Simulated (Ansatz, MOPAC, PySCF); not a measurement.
Lewis adduct: GaH3 (SMILES [GaH3]) (first 4 atoms) with PH3 (SMILES P); geometry from B3LYP-D3(BJ)/def2-TZVP, rigid monomers moved along the line of their centres of mass till Ga1···P5 is 2.31 Å.
(charge 0, multiplicity 1):
| atom | x (Å) | y (Å) | z (Å) |
|---|---|---|---|
| Ga | -0.4614 | 0.4894 | 0.7103 |
| H | -1.5394 | 1.4970 | 1.2656 |
| H | -0.9507 | -0.7987 | -0.0558 |
| H | 1.0039 | 1.0125 | 0.4553 |
| P | -0.0163 | -0.5542 | 2.7265 |
| H | 0.9362 | -1.5913 | 2.7701 |
| H | 0.4734 | 0.2121 | 3.8024 |
| H | -1.0592 | -1.2118 | 3.4080 |

Counterpoise-corrected where a basis set is named; no monomer relaxation. Rows marked so take none.

Frozen-core correlation. Filled d and f shells under p-block atoms count as core. CBS(a, b) extrapolates the correlation energy as X⁻³ and adds the Hartree–Fock energy of set b. Rows in 6-31G* carry no dispersion term and start afresh at each structure (6-31G* with six Cartesian d functions); the Pople sets are all-electron and without relativity. MP2/6-31G* freezes PySCF's default core, which leaves 3d correlated. The state reached by PM6 isn't checked.

Codes used: Ansatz (an electronic-structure program) with Gaussian orbitals; MOPAC for PM6 (differences of heats of formation); PySCF for 6-31G* rows, the dispersion terms. Values without a source in brackets are computed.

| level | interaction energy (kJ/mol) |
|---|---|
| PM6 | -650.3 |
| r2SCAN-D3(BJ)/def2-TZVPPD | -71.4 |
| r2SCAN-D4/def2-TZVPPD | -71.3 |
| B3LYP/6-31G* | ___ |
| wB97M-V/def2-TZVPPD | -52.1 |
| MP2/6-31G* (no counterpoise) | -52.8 |
| MP2/def2-TZVPPD | -38.8 |
| CCSD/def2-SVPD | ___ |
| CCSD(T)/CBS(def2-SVPD, def2-TZVPPD) | -39.5 |

**Question.** Complete the blanks.

**Answer.** 
- B3LYP/6-31G*, interaction energy (kJ/mol): -36.1
- CCSD/def2-SVPD, interaction energy (kJ/mol): -20.4
